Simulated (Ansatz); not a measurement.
`CO[B]N`• → B• + C• + 5 H• + N• + O•  (atomization)

Calculated with Ansatz (gas phase, PBE0-D4/def2-TZVP geometries, no zero-point term in ΔE). CCSD(T)/CBS is extrapolated from def2-TZVPP and def2-QZVPP, frozen cores. Functionals use def2-TZVPP. B3LYP here is the variant with VWN-RPA as its local correlation; programs differ in this. HSE06 is defined as in plane-wave codes. No spin–orbit coupling; open shells (•) take unrestricted orbitals. Spin–orbit coupling would lower the free atoms: a little for B, C, O. One conformer a species, not always the lowest.

| level | ΔE (eV) | difference from CCSD(T)/CBS |
| --- | --- | --- |
| LDA (SPW92) | 41.06 | 5.74 |
| PBE-D4 | 36.52 | 1.20 |
| BLYP-D4 | 35.80 | 0.48 |
| r2SCAN-D4 | 35.73 | 0.41 |
| B3LYP-D4 | 35.71 | 0.39 |
| r2SCANh-D4 | 35.46 | 0.14 |
| r2SCAN0-D4 | 35.08 | -0.24 |
| HSE06-D4 | 35.73 | 0.41 |
| CAM-B3LYP-D4 | 35.90 | 0.58 |
| ωB97X-V | 35.51 | 0.19 |
| ωB97M-V | 35.60 | 0.28 |
| B2PLYP | 35.27 | -0.05 |
| PBE-QIDH | 35.24 | -0.08 |
| revPBE | 35.07 | -0.25 |
| r2SCAN | 35.70 | 0.38 |
| PBE0 | 35.60 | 0.28 |
| B3LYP | 35.52 | 0.20 |
| r2SCANh | 35.43 | 0.11 |
| HSE06 | 35.64 | 0.32 |
| MP2/def2-SVP | 34.13 | -1.19 |
| HF/def2-TZVPP | 25.60 | -9.72 |
| MP2/def2-TZVPP | 35.11 | -0.21 |
| SCS-MP2/def2-TZVPP | 34.93 | -0.39 |
| CCSD/def2-TZVPP | 33.87 | -1.45 |
| CCSD(T)/def2-TZVPP | 34.38 | -0.94 |
| HF/def2-QZVPP | 25.66 | -9.66 |
| SCS-MP2/def2-QZVPP | 35.58 | 0.26 |
| CCSD/def2-QZVPP | 34.39 | -0.93 |
| CCSD(T)/def2-QZVPP | 34.94 | -0.38 |
| HF/cc-pV(D+d)Z | 24.85 | -10.47 |
| CCSD/cc-pV(D+d)Z | 31.90 | -3.42 |
| CCSD(T)/cc-pV(D+d)Z | 32.25 | -3.07 |
| HF/cc-pV(T+d)Z | 25.58 | -9.74 |
| CCSD/cc-pV(T+d)Z | 33.82 | -1.50 |
| CCSD(T)/cc-pV(T+d)Z | 34.34 | -0.98 |
| HF/cc-pV(Q+d)Z | 25.66 | -9.66 |
| CCSD/cc-pV(Q+d)Z | 34.38 | -0.94 |
| HF/CBS(cc) | 25.68 | -9.64 |
| MP2/CBS(cc) | 36.08 | 0.76 |
| CCSD(T)/CBS(cc) | 35.32 | 0.00 |
| CCSD(T)/CBS | 35.32 | 0 |

Largest T1 diagnostic among the species: 0.014.

From PBE to PBE0 (25 % exact exchange), in def2-TZVPP and without D4, ΔE moves by −0.81 eV: exact exchange takes away binding that semilocal exchange gives to molecules. The D4 term adds +0.19 eV with B3LYP and +0.10 eV with PBE0; it sums over pairs of atoms, weighted by their polarisabilities, and B3LYP, whose exchange is more repulsive, gets the larger term.

CCSD(T)/CBS has its own doubt, a few kJ/mol and more with outer-core shells, so smaller differences from it don't rank the levels.
